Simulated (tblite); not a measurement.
Species: C₆H₁₁FO₂Si.
Numbering: `[CH3:1][C@@H:2]([F:3])[C@H:4]1[CH2:5][CH2:6][Si@H:7]1[C:8](=[O:9])[OH:10]` (hydrogens: H11, H12, H13 on C1; H14 on C2; H15 on C4; H16, H17 on C5; H18, H19 on C6; H20 on Si7; H21 on O10)

Computed with GFN2-xTB (tblite), gas phase: L-BFGS steps from a force-field or distance-geometry start until the largest atomic force falls under 0.01 eV/Å.

Step 1: E = -898.4765 eV
```
atom  x, y, z in Å  |  force x, y, z in eV/Å
C1     -2.7819   -0.0162    0.3857   -0.384  -0.014  -0.069
C2     -1.3229   -0.0657    0.7885   -0.378   0.070  -0.108
F3     -1.2071   -0.9065    1.8894    0.063   0.038   0.147
C4     -0.4420   -0.6191   -0.3004    0.357   0.204   0.076
C5     -0.1215    0.2936   -1.5106    0.085  -0.166  -0.155
C6      1.3113   -0.2507   -1.7631   -0.013   0.212   0.092
Si7     1.4293   -0.7122    0.0763    0.350  -0.955   0.029
C8      2.0720    0.6918    1.1931   -0.075  -0.443  -0.170
O9      1.5728    1.7825    1.1121   -0.230   0.675   0.028
O10     3.0623    0.4443    2.0462   -0.142   0.119  -0.101
H11    -3.1337   -1.0130    0.1180    0.070   0.035   0.021
H12    -2.9146    0.6376   -0.4744    0.050   0.002   0.098
H13    -3.3906    0.3446    1.2120   -0.015   0.049  -0.022
H14    -0.9839    0.9274    1.1248    0.050  -0.173  -0.070
H15    -0.7859   -1.6241   -0.6152   -0.079   0.629   0.046
H16    -0.7983    0.1881   -2.3497   -0.146  -0.173  -0.220
H17    -0.1184    1.3706   -1.2542    0.158  -0.639   0.149
H18     2.0369    0.4545   -2.1369   -0.017   0.233  -0.356
H19     1.3292   -1.1516   -2.3915   -0.157   0.436   0.108
H20     1.9579   -2.0452    0.3366    0.186   0.008   0.269
H21     3.2199    1.2862    2.5127    0.267  -0.146   0.207
```

Step 2: E = -898.5340 eV
```
atom  x, y, z in Å  |  force x, y, z in eV/Å
C1     -2.7961   -0.0156    0.3854    0.197  -0.076  -0.132
C2     -1.3320   -0.0652    0.7835   -0.113   0.090   0.118
F3     -1.2053   -0.9062    1.8943   -0.008   0.129  -0.055
C4     -0.4311   -0.6107   -0.2968   -0.003  -0.051   0.011
C5     -0.1211    0.2875   -1.5169    0.129  -0.085   0.047
C6      1.3122   -0.2416   -1.7601    0.052  -0.059   0.032
Si7     1.4378   -0.7420    0.0759    0.099   0.140  -0.042
C8      2.0713    0.6867    1.1921   -0.672   0.676  -0.344
O9      1.5692    1.7950    1.1133    0.208  -0.558   0.007
O10     3.0568    0.4500    2.0428    0.036  -0.216  -0.048
H11    -3.1311   -1.0114    0.1187   -0.072  -0.126  -0.032
H12    -2.9128    0.6372   -0.4714   -0.036   0.085  -0.030
H13    -3.3892    0.3449    1.2093   -0.226   0.137   0.201
H14    -0.9821    0.9238    1.1233   -0.038  -0.156  -0.071
H15    -0.7884   -1.6097   -0.6145   -0.050   0.528   0.038
H16    -0.8011    0.1843   -2.3541   -0.112  -0.196  -0.185
H17    -0.1142    1.3548   -1.2501    0.117  -0.396   0.121
H18     2.0355    0.4590   -2.1454   -0.008   0.258  -0.291
H19     1.3252   -1.1421   -2.3895   -0.117   0.395   0.066
H20     1.9616   -2.0424    0.3429    0.398  -0.556   0.364
H21     3.2261    1.2806    2.5168    0.219   0.034   0.226
```

Problem. Estimate the geometry and energy of step 3. (The exact step hangs on the optimiser's Hessian estimate; all steps are aligned on step 2, rigid shifts and turns removed.)

Solution. E = -898.5713 eV, largest force 0.861 eV/Å
```
atom  x, y, z in Å  |  force x, y, z in eV/Å
C1     -2.8018   -0.0163    0.3834    0.280  -0.033  -0.002
C2     -1.3389   -0.0638    0.7823    0.127   0.013   0.139
F3     -1.2043   -0.9041    1.8965   -0.055   0.149  -0.120
C4     -0.4247   -0.6062   -0.2944   -0.161  -0.054   0.036
C5     -0.1191    0.2825   -1.5202    0.036  -0.116   0.056
C6      1.3136   -0.2368   -1.7578    0.162  -0.028  -0.019
Si7     1.4440   -0.7575    0.0748    0.022   0.508  -0.018
C8      2.0604    0.6955    1.1866   -0.056  -0.342  -0.145
O9      1.5708    1.7926    1.1141   -0.262   0.362  -0.101
O10     3.0539    0.4502    2.0400   -0.053  -0.121  -0.090
H11    -3.1306   -1.0123    0.1187   -0.123  -0.169  -0.053
H12    -2.9123    0.6382   -0.4701   -0.072   0.110  -0.092
H13    -3.3917    0.3471    1.2107   -0.213   0.101   0.143
H14    -0.9816    0.9194    1.1214   -0.073  -0.045  -0.035
H15    -0.7907   -1.5934   -0.6136   -0.085   0.283  -0.010
H16    -0.8043    0.1790   -2.3593    0.002  -0.183  -0.056
H17    -0.1100    1.3396   -1.2459    0.081  -0.127   0.111
H18     2.0344    0.4654   -2.1548   -0.070   0.194  -0.198
H19     1.3210   -1.1306   -2.3874   -0.074   0.233  -0.038
H20     1.9698   -2.0492    0.3522    0.428  -0.649   0.370
H21     3.2331    1.2776    2.5225    0.161  -0.085   0.123
```

The energy changes by -0.0373 eV. The first-order estimate −F·Δx gives -0.0585 eV and the mean of the old and new forces, exact on a quadratic surface, -0.0372 eV. The step makes an angle of 44° with the force vector and moves no atom by more than 0.017 Å.

What follows is the cost of the whole relaxation. The run took 1.1 s of wall time on one thread of an Arm Neoverse V1, no GPU, shared host with 32 logical CPUs at a one-minute load of 9.8.
